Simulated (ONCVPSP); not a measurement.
# PBEsol ONCV dataset for gold, fully relativistic all-electron reference.

| Quantity | Value |
| --- | --- |
| Element | gold (Au) |
| Generator | ONCVPSP 4.0.1 |
| Type | optimised norm-conserving Vanderbilt (ONCV) |
| Functional | PBEsol |
| Relativity | fully relativistic |
| Frozen core | [Kr] 4d10 4f14 |
| Valence charge | 19 |
| Reference configuration | 5s2 5p6 5d10 6s0.5 (charge +0.5) |
| Partial waves | 5s+6s: rc 1.60 bohr, ncon 4, nbas 7, qcut 7.3 1/bohr, 2 projectors; 5p: rc 1.35 bohr, ncon 4, nbas 8, qcut 10.4 1/bohr, 2 projectors, debl 1.3 Ha; 5d: rc 1.55 bohr, ncon 4, nbas 9, qcut 6 1/bohr, 1 projector |
| Local potential | polynomial inside 1.15 bohr (lpopt 5, dvloc0 1 Ha) |
| Core correction | none |

Open shells are filled in proportion to 2j + 1.

In the p channel the program set the typed energies aside and used -2.186, 0.250 Ha (j = l + 1/2; the other j can differ).

All-electron outer shells of the reference configuration (PBEsol, scalar-relativistic, ld1.x):

```json
{"shell": "5s", "level (eV)": "-112.54", "outermost node (bohr)": "0.48", "outermost maximum (bohr)": "0.84"}
{"shell": "4f", "level (eV)": "-85.27", "outermost node (bohr)": "–", "outermost maximum (bohr)": "0.37"}
{"shell": "5p", "level (eV)": "-63.93", "outermost node (bohr)": "0.52", "outermost maximum (bohr)": "0.96"}
{"shell": "5d", "level (eV)": "-10.99", "outermost node (bohr)": "0.56", "outermost maximum (bohr)": "1.21"}
{"shell": "6s", "level (eV)": "-9.41", "outermost node (bohr)": "1.11", "outermost maximum (bohr)": "2.27"}
```

Task: Estimate the cutoffs (Ha) at which the residual kinetic energy of the hardest occupied pseudo-wave falls to 1 and 0.1 mHa per electron.

Result: 38 Ha and 107 Ha.

Task: What does a ghost test show?

Result: No bound ghost flagged; GHOST(+) flagged for s at 165.9 eV.

Task: Tests: 5s2 5p6 5d10 6s1; 5s2 5p6 5d10 6s0; 5s2 5p6 5d9 6s0; 5s1 5p6 5d10 6s1. Which has the largest error in its energy relative to the reference configuration, and how large is it?

Result: 5s1 5p6 5d10 6s1, with -340 meV (all-electron minus pseudo) on +111.33 eV.
